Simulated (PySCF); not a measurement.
C2H7ClOSi.
Cartesian coordinates in Å at the PBE0-D3(BJ)/def2-SVP level; atoms count from 1:
```
atom  x, y, z in Å
C1    -0.166   -0.569    0.505
C2     1.177   -0.840   -0.125
O3     2.123    0.089    0.368
Si4    3.747    0.019    0.103
Cl5    4.492   -1.790    0.786
H6    -0.919   -1.279    0.131
H7    -0.104   -0.669    1.599
H8    -0.502    0.453    0.273
H9     1.509   -1.870    0.104
H10    1.112   -0.758   -1.227
H11    4.358    1.123    0.879
H12    4.073    0.092   -1.349
```

Level: wB97X-D/def2-SVPD in PySCF, non-relativistic, on one gas-phase PBE0-D3(BJ)/def2-SVP geometry that isn't relaxed in the solvent. The solvent is an IEF-PCM continuum (Bondi radii, 1.10 Å for H, scaled by 1.2). Specific hydrogen bonds and non-electrostatic terms are outside this model.

Gas phase at wB97X-D/def2-SVPD: HOMO -10.43 eV, LUMO 2.00 eV, dipole 1.55 D.

What does the continuum do to the energy, the frontier levels and the dipole at wB97X-D/def2-SVPD in methanol and water?

| solvent | ε | E(solvent) − E(gas) (kcal/mol) | polarisation term (kcal/mol) | distortion of the solute (kcal/mol) | HOMO (eV) | LUMO (eV) | dipole (D) |
| --- | --- | --- | --- | --- | --- | --- | --- |
| methanol | 32.61 | -2.35 | -2.70 | 0.35 | -10.33 | 2.03 | 1.96 |
| water | 78.36 | -2.43 | -2.80 | 0.37 | -10.33 | 2.03 | 1.98 |

Polarisation term: ½ Σ q·V over the induced surface charges. Distortion: the rise of the solute's own energy as its density leaves the gas-phase optimum. The atom shares or the degeneracy of the LUMO differ from the gas phase in methanol and water, so that column needn't follow one orbital. From methanol to water the lowering changes by a factor 1.03, Onsager's factor (ε − 1)/(2ε + 1) by 1.03 and ε itself by 2.4.

Which radius a makes the point-dipole formula ΔE = −[(ε − 1)/(2ε + 1)]·μ²/a³ give the value in water, with the gas-phase dipole?

μ = 0.608 au and |ΔE| = 0.00387 Eh give a = 1.91 Å; the farthest nucleus lies 3.16 Å from the centroid of the nuclei, so such a sphere wouldn't even hold the nuclei. The formula assumes a rigid point dipole at the centre of a sphere.

Give the dipole vector in the frame of the coordinates (D, pointing from negative to positive charge), gas and water.

Gas (-1.12, 0.36, -1.00), solvent (-1.31, 0.40, -1.43). Its length changes by +28 % and its direction by 6°.

How does the static polarisability (wB97X-D/def2-SVPD, frozen core, with the continuum's full static response) change?

| medium | isotropic (au) | principal values (au) | ⟨r²⟩ of the electrons (bohr²) |
| --- | --- | --- | --- |
| gas | 68.4 | 60.7, 67.6, 76.8 | 915.3 |
| methanol | 89.1 | 83.2, 89.6, 94.6 | 915.0 |
| water | 89.9 | 84.1, 90.4, 95.2 | 915.0 |

The isotropic value in water is 1.32 times the gas-phase one; no cavity-field correction is applied. ⟨r²⟩ is taken about the centre of nuclear charge.

wB97X-D is run here without its empirical dispersion term; that term would change no orbital, density or response property at a fixed geometry.
